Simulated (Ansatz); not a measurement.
Start from `O=C[SiH2][SiH3]` and change one atom or group to get `N[SiH2]C=O`.

Ansatz, PBE0-D4/def2-TZVP geometries, multiplicity 1. Each molecule was computed in one conformer, which needn't be the lowest.

```
                                        property  `O=C[SiH2][SiH3]`
  zero-point energy (PBE0-D4/def2-TZVP) / kJ/mol              156.3
              LUMO energy (PBE0/def2-TZVPP) / eV              -1.75
               LUMO energy (PBE/def2-TZVPP) / eV              -2.85
             LUMO energy (B3LYP/def2-TZVPP) / eV              -1.99
size of the dipole moment (B3LYP/def2-TZVPP) / D               2.25
           HOMO–LUMO gap (B3LYP/def2-TZVPP) / eV               4.87
```

Question: Give the same properties after the change, and the shifts. (An estimate is asked.)

Answer: Ansatz gave: 
```
                                        property  `N[SiH2]C=O`  shift
  zero-point energy (PBE0-D4/def2-TZVP) / kJ/mol         159.5    3.2
              LUMO energy (PBE0/def2-TZVPP) / eV         -1.50   0.25
               LUMO energy (PBE/def2-TZVPP) / eV         -2.68   0.17
             LUMO energy (B3LYP/def2-TZVPP) / eV         -1.76   0.23
size of the dipole moment (B3LYP/def2-TZVPP) / D          1.77  -0.48
           HOMO–LUMO gap (B3LYP/def2-TZVPP) / eV          5.10   0.23
```

The zero-point energy changes by 3.2 kJ/mol with -3 modes. Dipoles are sizes alone; their direction can turn.

B3LYP here is the variant with VWN-RPA as its local correlation; programs differ in this.
